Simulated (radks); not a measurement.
Results of a calculation; reference values are marked as such.
The mercury ion Hg15+, [Kr] 4d10 4f14 5s2 5p3. Level of theory: non-relativistic Kohn-Sham, PBE, spin-polarised, spherical densities, point nucleus (a radial shooting solver on a logarithmic mesh with Libxc functionals). Every spin shell is full or empty, so the densities are truly spherical. Functionals are evaluated on that one density, not self-consistently. Rank these exchange functionals by their error against the exact value of the orbitals, and give that value: LDA, B88, PBE, PBEsol, PW86, WC, SOGGA, G96, EV93, APBE, TPSS, r2SCAN, Tao-Mo, TASK, MVS.

Answer. Exact: -334.502 hartree. From best to worst, with 100 (|E| - |E exact|)/|E exact| (equal figures are ties): MVS +0.07, B88 +0.09, r2SCAN -0.18, APBE +0.27, PBE -0.33, PW86 -0.35, TPSS -0.41, EV93 -0.41, G96 +0.49, WC -0.63, Tao-Mo -0.82, PBEsol -1.81, SOGGA -1.82, TASK -1.83, LDA -3.88.
